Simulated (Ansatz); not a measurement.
```yaml
crystal:
  periodic: [false, false, false]
  atoms:
    - {symbol: Si, position_ang: [0.498478, 2.413528, 0.068518]}
    - {symbol: Si, position_ang: [1.843890, -0.451583, -0.369559]}
    - {symbol: Si, position_ang: [-0.738424, 0.123440, -1.528387]}
    - {symbol: Si, position_ang: [1.270666, 0.326127, 2.421678]}
    - {symbol: Si, position_ang: [-0.180675, -2.450706, 0.583325]}
    - {symbol: Si, position_ang: [-1.446041, 0.181528, 1.271321]}
    - {symbol: H, position_ang: [-3.100972, 0.581404, 1.996490]}
    - {symbol: H, position_ang: [3.444792, -0.678285, -1.269662]}
    - {symbol: H, position_ang: [-1.591725, -0.045453, -3.173725]}
basis:
  gaussian: {orbitals: "6-31++G**", fitting: {mean_field: cc-pVTZ-jkfit}}
total_charge: 1
hamiltonian: {xc: {name: r2SCANh}, dispersion: d4}
accuracy: high
scf: {omitted_lower_state_checks: [starts]}
```

```sh
$ ansatz run in.yaml --threads 4 --pin off --events-out ev --progress --plain --max-ram 4787MiB
```

Output, abridged:

```
Functional definition: r2SCANh
816 factors; integrals over basis functions are off by at most 2.0e-1 eV
mean field evaluation 1: about -47286.4001 eV, gradient 3.0e1 eV
mean field evaluation 2: about -47260.8883 eV, gradient 7.6e1 eV
mean field evaluation 4: about -47289.8870 eV, gradient 1.1e1 eV
mean field evaluation 8: about -47290.5841 eV, gradient 2.0e-1 eV
mean field evaluation 16: about -47290.5767 eV, gradient 9.9e-5 eV
mean field -47290.57674019 eV, -1737.8966404977 hartree, gradient 7.1e-8 eV, S^2 0.000000; 0 other end points of the search recorded, 0 dependent functions left out
reference -47290.57674348 eV, -1737.8966406185 hartree; 43, 43 occupied and 113, 113 virtual orbitals, 816 factors
Total energy: -47290.76578609 eV, -1737.9035878066 hartree
Checks for a lower state left out: starts
```

Run time 12 s (4 threads of Arm Neoverse V2 on a shared host).

The 6-31G sets use Cartesian d functions.
